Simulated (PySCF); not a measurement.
Identify the unknown among the candidates.

All candidates are C6H16Si.

- Polarisability: 103.3 au [B3LYP/def2-SVPD]
- NMR, other nuclei: isotropic shieldings of nuclei other than C and H, by class: 350 (1 Si) ppm [GIAO B3LYP/pcSseg-1]
- XPS: Si2p3/2 105.9, C1s 289.7, C1s 289.9 (×2), C1s 290.3, C1s 290.3, C1s 290.4, Si1s 1845.6 eV [ΔSCF SCAN, pcX-2 on the ionised atom, pcseg-1 elsewhere, spin-free X2C, 2p3/2 from a spin–orbit splitting computed afterwards within the 2p shell]
- UV, strongest line: among the 10 lowest singlet transitions: S10 at 8.38 eV (148 nm, f = 0.066) [TDDFT B3LYP/def2-SVPD]
- Rotational structure: rotational constants A, B, C: 3.884, 0.885, 0.769 GHz [PBE0-D3(BJ)/def2-SVP]
- 13C NMR: chemical shifts (computed TMS as zero) by class: 29.5 (1 C), 29.3 (1 C), 15.2 (1 C), 14.0 (1 C), -3.7 (2 C) ppm [GIAO B3LYP/pcSseg-1]

The electronic properties come from PySCF, for the isolated species, density fitting. Levels stand in brackets. Geometry: PBE0-D3(BJ)/def2-SVP, one conformer, isolated molecule. Each NMR value is the plain mean over a class of atoms that symmetry, rotation or inversion makes alike.

Task: Which candidate is it?
A. `[H][Si](CC)(CC)CC` (SiHEt3)
B. `CC[SiH](CC)CC` (triethylsilane)
C. `[H][Si](C)(C)CCCC` (SiHMe2(nBu))

Result: C. It is `[H][Si](C)(C)CCCC`. 6 carbons fall into 5 classes; from least to most shielded: carbon bonded to 2 C and 2 H (29.5 ppm), carbon bonded to 2 C and 2 H (29.3 ppm), carbon bonded to C, Si and 2 H (15.2 ppm), carbon bonded to C and 3 H (14.0 ppm), carbon bonded to Si and 3 H (-3.7 ppm, 2 C). The other shieldings belong to: 350 ppm, silicon bonded to 3 C and H. The core levels belong to: Si2p3/2 105.9 eV, silicon bonded to 3 C and H; C1s 289.7 eV, carbon bonded to C, Si and 2 H; C1s 289.9 eV, carbon bonded to Si and 3 H; C1s 290.3 eV, carbon bonded to 2 C and 2 H; C1s 290.3 eV, carbon bonded to 2 C and 2 H; C1s 290.4 eV, carbon bonded to C and 3 H; Si1s 1845.6 eV, silicon bonded to 3 C and H. One atom of each topological class was ionised and stands for its class. The optimised geometry has point group C1 and is an asymmetric top.

The others, at the same levels:
- `[H][Si](CC)(CC)CC` fails: it has 2 carbon classes against 5; its computed 13C shifts are 10.6 (3 C), 6.5 (3 C) ppm and core binding energies are Si2p3/2 105.6, C1s 289.8 (×3), C1s 290.5 (×3), Si1s 1845.4 eV.
- `CC[SiH](CC)CC` fails: its computed strongest line among the 10 lowest singlet transitions is S8/S9 at 8.01 eV (155 nm, f = 0.067 summed over these states) (against S10 at 8.38 eV), rotational constant A is 1.744 GHz (against 3.884 GHz) and smallest rotational constant is 0.934 GHz (against 0.769 GHz).

Each candidate is one conformer, not necessarily the lowest. The conformers computed, where there is a choice (atom-mapped SMILES and torsion angles):
- `[CH3:1][CH2:2][SiH:3]([CH2:4][CH3:5])[CH2:6][CH3:7]`: C1–C2–Si3–C4 -58°, C2–Si3–C4–C5 -178°, C2–Si3–C6–C7 -56°
